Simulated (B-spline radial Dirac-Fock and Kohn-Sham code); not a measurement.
## Auger parameter of iron: the K level and its strongest K-LL line

These are calculated numbers from a B-spline atomic structure program; the model is Dirac-Fock ΔSCF + Breit + QED. The modified Auger parameter α′ is the binding energy plus the kinetic energy of the Auger electron; it does not depend on the energy zero. For free ions it tends to fall with charge, since less charge screens the final holes.

| species | configuration | binding 1s (eV) | Auger line | kinetic (eV) | α′ (eV) |
| --- | --- | --- | --- | --- | --- |
| Fe | [Ar] 3d6 4s2 | 7124.2 | L2L3 J=2 | 5602.6 | 12726.8 |
| Fe⁺ | [Ar] 3d6 4s1 | 7133.7 | L2L3 J=2 | 5591.2 | 12724.9 |
| Fe⁺ | [Ar] 3d6 4p1 | 7135.3 | L2L3 J=2 | 5589.9 | 12725.2 |
| Fe⁺ | [Ar] 3d5 4s1 4p1 | 7143.6 | L2L3 J=2 | 5577.3 | 12720.8 |
| Fe⁺ (Watson 1.6 Å) | [Ar] 3d6 4s1 | 7125.3 | L2L3 J=2 | 5600.0 | 12725.3 |
| Fe²⁺ | [Ar] 3d6 | 7144.9 | L2L3 J=2 | 5578.7 | 12723.6 |
| Fe²⁺ | [Ar] 3d5 4p1 | 7155.2 | L2L3 J=2 | 5564.4 | 12719.6 |
| Fe²⁺ | [Ar] 3d4 4s2 | 7164.0 | L2L3 J=2 | 5551.2 | 12715.2 |
| Fe²⁺ | [Ar] 3d5 4s1 | 7153.8 | L2L3 J=2 | 5565.6 | 12719.3 |
| Fe²⁺ (Watson 2.2 Å) | [Ar] 3d6 | 7131.8 | L2L3 J=2 | 5591.8 | 12723.6 |
| Fe³⁺ | [Ar] 3d5 | 7166.6 | L2L3 J=2 | 5551.7 | 12718.3 |
| Fe³⁺ | [Ar] 3d4 4p1 | 7178.3 | L2L3 J=2 | 5535.9 | 12714.2 |
| Fe³⁺ | [Ar] 3d4 4s1 | 7177.1 | L2L3 J=2 | 5536.9 | 12714.0 |
| Fe³⁺ (Watson 2.7 Å) | [Ar] 3d5 | 7150.6 | L2L3 J=2 | 5567.7 | 12718.3 |
| Fe⁴⁺ | [Ar] 3d4 | 7191.5 | L2L3 J=2 | 5521.8 | 12713.3 |
| Fe⁴⁺ (Watson 2 Å) | [Ar] 3d4 | 7162.7 | L2L3 J=2 | 5550.6 | 12713.3 |
| Fe⁵⁺ | [Ar] 3d3 | 7219.2 | L2L3 J=2 | 5489.1 | 12708.4 |
| Fe⁵⁺ (Watson 2 Å) | [Ar] 3d3 | 7183.2 | L2L3 J=2 | 5525.1 | 12708.4 |
| Fe⁶⁺ | [Ar] 3d2 | 7249.7 | L2L3 J=2 | 5454.0 | 12703.7 |
| Fe⁷⁺ | [Ar] 3d1 | 7282.9 | L2L3 J=2 | 5416.4 | 12699.3 |
